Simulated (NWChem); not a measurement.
CH7FSi2; SMILES C[SiH2][SiH2]F

```xyz
11

Si     0.3874     1.2265    -0.2668
F     -0.8973     1.9401     0.4306
Si     0.4902    -1.0546     0.2831
C     -1.0119    -2.0466    -0.3102
H      0.2664     1.4125    -1.7421
H      1.6156     1.9363     0.1918
H      1.7357    -1.5789    -0.3552
H      0.6560    -1.2035     1.7582
H     -1.1268    -1.9795    -1.3975
H     -1.9342    -1.6775     0.1509
H     -0.9018    -3.1042    -0.0464
```
Atoms are numbered in this order, from 1.

Results from NWChem. Pople sets run with spherical d functions. Coordinates come from a B3LYP/6-31G* (spherical d) optimisation. Field at 589 nm.

For level B3LYP/def2-SVP:

```yaml
isotropic polarisability (bohr³): 63.4
anisotropy (bohr³): 18.6
```

Q: Estimate the same quantities for level B3LYP/6-31G*.

A: The isotropic polarisability (bohr³) comes out as 58.9 and the anisotropy (bohr³) comes out as 19.9.
